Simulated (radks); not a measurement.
Values are calculated unless marked as measured or tabulated.
Gd IV, 61 electrons, occupied as [Xe] 4f7 (the NIST ground configuration). Code: a radial shooting solver on a logarithmic mesh with Libxc functionals. Model: Dirac Kohn-Sham, HCTH/407, spin-unpolarised, spherical densities, point nucleus; open shells fill j = l - 1/2 first.

Spin-orbit splittings of the eigenvalues, e(l+1/2) - e(l-1/2), with zeta = 2 splitting/(2l+1) and mean radii in bohr:

\begin{tabular}{lrrrrr}
shell & occ. & splitting (eV) & zeta (eV) & <r> j=l-1/2 & <r> j=l+1/2 \\ \hline
2p & 6 & 695.8 & 463.9 & 0.07745 & 0.08428 \\
3p & 6 & 142.9 & 95.30 & 0.2335 & 0.2465 \\
3d & 10 & 31.22 & 12.49 & 0.2185 & 0.2225 \\
4p & 6 & 31.85 & 21.24 & 0.5642 & 0.5937 \\
4d & 10 & 5.774 & 2.310 & 0.6289 & 0.6393 \\
4f & 7 & 0.7750 & 0.2214 & 0.8384 & 0.8491 \\
5p & 6 & 4.569 & 3.046 & 1.464 & 1.549 \\
\end{tabular}
